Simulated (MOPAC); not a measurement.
Job for MOPAC: PM7 on C2H6OSi (SMILES CO[Si]C), a point of a torsion scan.

```
PM7 1SCF PRECISE CHARGE=0 THREADS=1
C2H6OSi

C      1.90029309 1    -0.33175846 1    -0.05339885 1
O      1.13853069 1     0.81704515 1    -0.18493566 1
Si     1.54934198 1     2.27972056 1    -0.82617413 1
C     -0.15206683 1     3.10153551 1    -0.53375812 1
H      2.97143285 1    -0.11639259 1    -0.10840923 1
H      1.64555561 1    -1.03951921 1    -0.84826479 1
H      1.67905089 1    -0.79335688 1     0.91201117 1
H     -0.88691077 1     2.41721876 1    -0.10954821 1
H     -0.55170789 1     3.49189348 1    -1.46849265 1
H     -0.05345820 1     3.95169001 1     0.13973444 1
```

It printed:

```
*******************************************************************************
 **                                                                           **
 **                              MOPAC v23.2.5                                **
 **                                                                           **
 *******************************************************************************
 ** MOPAC's Digital Object Identifier: https://doi.org/10.5281/zenodo.6511958 **
 **                                                                           **
 ** Please cite the open-source release paper for use of this MOPAC version:  **
 ** J. E. Moussa and J. J. P. Stewart (2026)                                  **
 ** MOPAC: An open-source semiempirical molecular orbital program             **
 ** J. Open Source Softw., 11(119), 8025, https://doi.org/10.21105/joss.08025 **
 *******************************************************************************

                              PM7 CALCULATION RESULTS

 *******************************************************************************
 *  PM7        - The PM7 Hamiltonian to be used
 *
 *
 *
 *                 CHARGE ON SYSTEM = 0
 *
 *
 *
 *  PRECISE    - TIGHTER CRITERIA TO BE USED
 *  1SCF       - DO 1 SCF AND THEN STOP
 *  THREADS=1  - MULTI-THREADING NOT USED
 *  T=         - A TIME OF 172800.0 SECONDS REQUESTED
 *  DUMP=N     - RESTART FILE WRITTEN EVERY 7200.0 SECONDS REQUESTED
 *******************************************************************************
PM7 1SCF PRECISE CHARGE=0 THREADS=1
 C2H6OSi

   ATOM   CHEMICAL          X               Y               Z
  NUMBER   SYMBOL      (ANGSTROMS)     (ANGSTROMS)     (ANGSTROMS)

     1       C          1.90029309  *  -0.33175846  *  -0.05339885  *
     2       O          1.13853069  *   0.81704515  *  -0.18493566  *
     3      Si          1.54934198  *   2.27972056  *  -0.82617413  *
     4       C         -0.15206683  *   3.10153551  *  -0.53375812  *
     5       H          2.97143285  *  -0.11639259  *  -0.10840923  *
     6       H          1.64555561  *  -1.03951921  *  -0.84826479  *
     7       H          1.67905089  *  -0.79335688  *   0.91201117  *
     8       H         -0.88691077  *   2.41721876  *  -0.10954821  *
     9       H         -0.55170789  *   3.49189348  *  -1.46849265  *
    10       H         -0.05345820  *   3.95169001  *   0.13973444  *



          CARTESIAN COORDINATES

    NO.       ATOM           X           Y           Z

     1         C          1.9003     -0.3318     -0.0534
     2         O          1.1385      0.8170     -0.1849
     3        Si          1.5493      2.2797     -0.8262
     4         C         -0.1521      3.1015     -0.5338
     5         H          2.9714     -0.1164     -0.1084
     6         H          1.6456     -1.0395     -0.8483
     7         H          1.6791     -0.7934      0.9120
     8         H         -0.8869      2.4172     -0.1095
     9         H         -0.5517      3.4919     -1.4685
    10         H         -0.0535      3.9517      0.1397

 General Reference for PM7:
 "Optimization of Parameters for Semiempirical Methods VI: More Modifications to the
 NDDO Approximations and Re-optimization of Parameters", J. J. P. Stewart, J. Mol. Mod., 1:32, 19 (2013)
 https://link.springer.com/article/10.1007/s00894-012-1667-x

           Empirical Formula: C2 H6 O Si  =    10 atoms



      MOLECULAR POINT GROUP   :   C1


      RHF CALCULATION, NO. OF DOUBLY OCCUPIED LEVELS = 12


 -------------------------------------------------------------------------------
 PM7 1SCF PRECISE CHARGE=0 THREADS=1
 C2H6OSi



     1SCF WAS SPECIFIED, SO BFGS WAS NOT USED
     SCF FIELD WAS ACHIEVED


                              PM7 CALCULATION
                                                       MOPAC v23.2.5 Linux




          FINAL HEAT OF FORMATION =        -17.76076 KCAL/MOL =     -74.31102 KJ/MOL


          COSMO AREA              =        121.91 SQUARE ANGSTROMS
          COSMO VOLUME            =        110.43 CUBIC ANGSTROMS

          IONIZATION POTENTIAL    =          9.390885 EV
          HOMO LUMO ENERGIES (EV) =         -9.391 -0.063
          NO. OF FILLED LEVELS    =         12
          MOLECULAR WEIGHT        =         74.1543         POINT GROUP:  C1

          MOLECULAR DIMENSIONS (Angstroms)

            Atom       Atom       Distance
            H     9    H     7     5.38576
            H    10    H     6     3.28807
            H     8    H     5     2.61696


          SCF CALCULATIONS        =          1





   ATOM   CHEMICAL          X               Y               Z
  NUMBER   SYMBOL      (ANGSTROMS)     (ANGSTROMS)     (ANGSTROMS)

     1       C          1.90029309  *  -0.33175846  *  -0.05339885  *
     2       O          1.13853069  *   0.81704515  *  -0.18493566  *
     3      Si          1.54934198  *   2.27972056  *  -0.82617413  *
     4       C         -0.15206683  *   3.10153551  *  -0.53375812  *
     5       H          2.97143285  *  -0.11639259  *  -0.10840923  *
     6       H          1.64555561  *  -1.03951921  *  -0.84826479  *
     7       H          1.67905089  *  -0.79335688  *   0.91201117  *
     8       H         -0.88691077  *   2.41721876  *  -0.10954821  *
     9       H         -0.55170789  *   3.49189348  *  -1.46849265  *
    10       H         -0.05345820  *   3.95169001  *   0.13973444  *

                             CARTESIAN COORDINATES

   1    C        1.900293090    -0.331758460    -0.053398850
   2    O        1.138530690     0.817045150    -0.184935660
   3   Si        1.549341980     2.279720560    -0.826174130
   4    C       -0.152066830     3.101535510    -0.533758120
   5    H        2.971432850    -0.116392590    -0.108409230
   6    H        1.645555610    -1.039519210    -0.848264790
   7    H        1.679050890    -0.793356880     0.912011170
   8    H       -0.886910770     2.417218760    -0.109548210
   9    H       -0.551707890     3.491893480    -1.468492650
  10    H       -0.053458200     3.951690010     0.139734440


           Empirical Formula: C2 H6 O Si  =    10 atoms



      MOLECULAR POINT GROUP   :   C1


                  EIGENVALUES
 -29.99671 -25.28506 -24.16925 -17.15493 -15.65036 -15.60021 -14.00015 -13.87372
 -12.41770 -11.66868 -11.33144  -9.39089  -0.06261   1.38384   2.64251   4.98950
   5.50821   5.57438   5.66248   5.85136   6.13782   7.04492  25.18075  25.42454
  25.61182  26.37535  27.36365


              NET ATOMIC CHARGES AND DIPOLE CONTRIBUTIONS

  ATOM NO.   TYPE          CHARGE      No. of ELECS.   s-Pop       p-Pop       d-Pop
    1          C          -0.084958        4.0850     1.06355     3.02141
    2          O          -0.603868        6.6039     1.75786     4.84601
    3         Si           0.454894        3.5451     1.31779     2.08270     0.14462
    4          C          -0.659142        4.6591     1.04814     3.61100
    5          H           0.119510        0.8805     0.88049
    6          H           0.121595        0.8784     0.87840
    7          H           0.128249        0.8718     0.87175
    8          H           0.179636        0.8204     0.82036
    9          H           0.171854        0.8281     0.82815
   10          H           0.172229        0.8278     0.82777
 DIPOLE           X         Y         Z       TOTAL
 POINT-CHG.     2.225     0.002    -0.744     2.346
 HYBRID        -2.871    -0.741     1.205     3.201
 SUM           -0.646    -0.740     0.461     1.085


          ATOMIC ORBITAL ELECTRON POPULATIONS

     Atom    s        px        py        pz      x^2-y^2     xz        z^2       yz        xy
    1  C   1.06355   1.02700   0.86210   1.13231
    2  O   1.75786   1.64377   1.40085   1.80139
    3 Si   1.31779   1.24143   0.50269   0.33857   0.03937   0.01374   0.01811   0.03299   0.04042
    4  C   1.04814   1.21963   1.20623   1.18514
    5  H   0.88049
    6  H   0.87840
    7  H   0.87175
    8  H   0.82036
    9  H   0.82815
   10  H   0.82777

 **********************
 *                    *
 * JOB ENDED NORMALLY *
 *                    *
 **********************




 == MOPAC DONE ==
```

The run finished.

Cost: very roughly 0.03 core-seconds.
